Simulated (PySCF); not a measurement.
A structure optimised at r2SCAN-D4/def2-SVP, used in a PySCF frequency run:

```xyz
13

Ge     0.0000     0.0000     0.5054
C     -1.5252     0.4744    -0.6002
C     -2.6892    -0.1890    -0.5757
C      1.5252    -0.4744    -0.6002
C      2.6892     0.1890    -0.5757
H     -0.4290    -1.1879     1.3871
H      0.4290     1.1879     1.3871
H     -1.4154     1.3232    -1.2899
H     -3.5325     0.0923    -1.2191
H     -2.8547    -1.0445     0.0911
H      1.4154    -1.3232    -1.2899
H      3.5325    -0.0923    -1.2191
H      2.8547     1.0445     0.0911
```
Charge 0, spin multiplicity 1.

Task: Write its SMILES, formula and point group.

Result: C=[CH][GeH2][CH]=C, C₄H₈Ge, C2

Task: What are its rotational constants (standard atomic weights)?

Result: 8.4331, 1.7399, 1.5757 GHz
